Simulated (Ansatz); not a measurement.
Gas-phase electronic energies from Ansatz, PBE0-D4/def2-TZVP geometries. CBS: MP2 limit from def2 TZ/QZ plus the TZ coupled-cluster correction, frozen cores. This one scheme is used for every species. DFT in def2-TZVPP. B3LYP here is the variant with VWN-RPA as its local correlation; programs differ in this. For Ge outer-core shells are correlated without core-valence functions, which leaves a few kJ/mol of doubt a bond. Scalar relativity is left out up to krypton. One conformer a species, not always the lowest.

`C[SiH](N)[GeH2][NH2]` + H₂O → `[NH2][GeH2][SiH](N)O` + CH₄  (formal hydrolysis of the Si–C bond)

```tsv
species	B3LYP-D4 energy (Eh)
`C[SiH](N)[GeH2][NH2]`	-2520.34964
H₂O	-76.46698
`[NH2][GeH2][SiH](N)O`	-2556.31828
CH₄	-40.54051
```

(1) Work out ΔE.

Largest T1 diagnostic among the species: 0.011.

Answers

(1) ΔE = (-2556.31828) + (-40.54051) − (-2520.34964) − (-76.46698) = -0.04217 Eh = -110.7 kJ/mol. CCSD(T)/CBS gives -104.4 kJ/mol.

The D4 term adds +5.5 kJ/mol with B3LYP and +3.1 kJ/mol with PBE0; it sums over pairs of atoms, weighted by their polarisabilities, and B3LYP, whose exchange is more repulsive, gets the larger term. In def2-TZVPP, CCSD(T) changes the Hartree–Fock value by +20.5 kJ/mol (the triples alone add +2.3 kJ/mol) and MP2 by +19.7 kJ/mol.
